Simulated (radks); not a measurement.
Task: These are the eigenvalues of the occupied orbitals of an atom or ion with whole-number occupations (hartree). Calculated with a radial shooting solver on a logarithmic mesh with Libxc functionals: scalar-relativistic Kohn-Sham, BP86, spin-polarised, spherical densities, point nucleus.

orbital  eigenvalue
1s up     -3239.406
1s down   -3239.405
2s up     -579.3843
2s down   -579.3841
2p up     -496.8842
2p down   -496.8838
3s up     -139.0848
3s down   -139.0844
3p up     -115.4342
3p down   -115.4338
3d up     -91.33213
3d down   -91.33180
4s up     -31.48803
4s down   -31.48744
4p up     -23.73923
4p down   -23.73859
4d up     -14.77675
4d down   -14.77603
5s up      -5.29908
5s down    -5.29748
4f up      -4.88432
4f down    -4.88348
5p up      -3.15381
5p down    -3.15224
5d up      -0.77929
5d down    -0.77255
6s up      -0.45989
6s down    -0.42507
6p up      -0.14882

Which element is it, and in what charge state? The configuration may be excited. Open shells, if any, are filled with parallel spins first.

Result: Z = 82, lead, charge 0: Pb in [Hg] 6p2. The list shows which subshells hold electrons but not how many an open one holds; the 1s level, -3239.4 hartree, gives Z - s = 80.5 by -(Z - s)^2/2, which with screening and relativity narrows Z to a few neighbours, and the depths of the outer levels then fix element, charge and occupations together.
